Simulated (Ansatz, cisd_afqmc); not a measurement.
Species: B, charge 0, doublet.

Total energies in def2-QZVPPD, 3 correlated electrons, 1 frozen orbitals. Radicals and triplets start from unrestricted determinants; spin-orbit coupling is neglected. Correlated methods leave the cores frozen. No relativity. AFQMC is phaseless with a CISD trial state; ± is one standard error, without the phaseless bias. Outlying blocks are dropped, and bars are widened where a walk drifts. Over all cases where full CI ran beside it in this data, AFQMC minus full CI had a median of +0.1 mEh and passed +0.4 mEh in a tenth of the cases. Full CI freezes restricted core orbitals and the other rows unrestricted ones, which leaves a small offset even where coupled cluster is exact.

```
method         program        energy (Eh)  error against FCI (mEh)
----------  ----------  -----------------  -----------------------
HF              Ansatz          -24.53310                    68.03
MP2             Ansatz          -24.57981                    21.32
CCSD            Ansatz          -24.59931                     1.83
CCSD(T)         Ansatz          -24.60075                     0.38
CCSDT           Ansatz          -24.60117                    -0.03
AFQMC/CISD  cisd_afqmc  -24.6010 ± 0.0001                0.2 ± 0.1
FCI             Ansatz          -24.60113                     0.00
```

Ansatz is a first-principles code.
